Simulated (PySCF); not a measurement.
## Structure from 2D NMR

Compound of formula C$_{6}$H$_{7}$NO. Correlations simulated from computed shifts and the bond graph:

HSQC (one-bond C–H):
```tsv
δH	δC
7.15	137.2
6.29	104.2
6.23	110.2
5.98	106.8
```

COSY cross peaks (H two or three bonds apart, from the bond graph; peaks can be absent where the dihedral angle is near 90°):
```tsv
δH	δH
7.15	6.23
7.15	5.98
```

HMBC (two and three bonds, from the bond graph):
```tsv
δH	δC
7.15	166.6, 156.7, 110.2, 106.8
6.29	166.6, 156.7, 110.2, 106.8
6.23	156.7, 137.2, 106.8, 104.2
5.98	166.6, 137.2, 110.2, 104.2
```

Carbons without hydrogens: δ 166.6, 156.7.

PySCF calculation with PBE0-D3(BJ)/def2-TZVP structure and B97-2/pcSseg-2 with gauge-including orbitals; no relativistic terms, fast rotation and ring inversion assumed for equivalent nuclei, gas phase, one conformer.

δ = σ(ref) − σ, references computed at the same level: TMS for 1H (σ = 31.64 ppm), 13C (σ = 185.38 ppm).

Exchangeable hydrogens are left out of these lists.

Question: Which molecule is this?

Answer: 3-Aminophenol (Nc1cccc(O)c1).

Numbering as in the mapped SMILES `[NH2:1][c:2]1[cH:3][cH:4][cH:5][c:6]([OH:7])[cH:8]1`. Hydrogens are named by the atom that carries them.

1. δC 166.6 is C6, an aromatic carbon bearing oxygen.
2. δC 156.7 is C2, an aromatic carbon bearing nitrogen.
3. δC 137.2 is C4, an aromatic CH (δH 7.15).
4. δC 110.2 is C3, an aromatic CH (δH 6.23).
5. δC 106.8 is C5, an aromatic CH (δH 5.98).
6. δC 104.2 is C8, an aromatic CH (δH 6.29).
7. HMBC from δH 7.15 reaches the proton-free carbons C6, C2.
8. HMBC from δH 6.29 reaches the proton-free carbons C6, C2.
9. HMBC from δH 6.23 reaches the proton-free carbon C2.
10. HMBC from δH 5.98 reaches the proton-free carbon C6.
11. COSY links 7.15–6.23, 7.15–5.98.

The shifts were computed for this structure.

OH and NH positions are those of a molecule without intermolecular hydrogen bonds; in solution they move with solvent, concentration and temperature, and exchange usually removes their couplings. Shifts are as computed. Against solution values, carbons near 30 ppm lie about +3 ppm off and those near 130 ppm about +7 ppm. Of 1309 compounds with measured shifts, 239 miss one by over three times the rms of a fit or turn the order of signals round; such compounds aren't used in these exercises.
